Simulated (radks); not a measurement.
Ar III, 16 electrons, occupied as [Ne] 3s1.75 3p4 4s0.25 (fractional occupations, a model configuration).

Calculated with a radial shooting solver on a logarithmic mesh with Libxc functionals: Dirac Kohn-Sham, PBE, spin-unpolarised, spherical densities, point nucleus; open shells fill j = l - 1/2 first.

Energy parts (hartree):
part                       energy
total                  -527.24811
kinetic                 530.51319
electron-nucleus      -1241.11325
Hartree                 213.19623
exchange-correlation    -29.84428

Orbitals (lengths in bohr, moments of r in powers of bohr):
orbital  occ.  eigenvalue (hartree)      <r^4>      <r>
1s1/2       2             -115.8871  0.0002522  0.08572
2s1/2       2             -12.10588    0.07378   0.4135
2p1/2       2              -9.69881    0.06425   0.3744
2p3/2       4              -9.61645    0.06567   0.3768
3s1/2    1.75              -1.92124      6.423    1.320
3p1/2       2              -1.36661      10.20    1.447
3p3/2       2              -1.35821      10.37    1.454
3d3/2       0              -0.58984      44.50    1.942
3d5/2       0              -0.58938      44.64    1.944
4s1/2    0.25              -0.51743      286.9    3.524
4p1/2       0              -0.39697      524.7    4.087
4p3/2       0              -0.39572      530.5    4.099

The highest occupied level is 4s1/2 at -14.080 eV. The configuration is held as typed, so some empty levels lie below it. The density falls to 0.001 e/bohr^3 at r = 3.45 bohr. Summed over all electrons, <r^2> = 18.32 bohr^2, which gives a Langevin (diamagnetic) susceptibility term of -14.5 x 10^-6 cm^3/mol.

Run on one thread of a shared host, so times are rough (Arm Neoverse N1): 0.13 s of CPU time, 0.13 s wall, 14 iterations on 2541 mesh points.
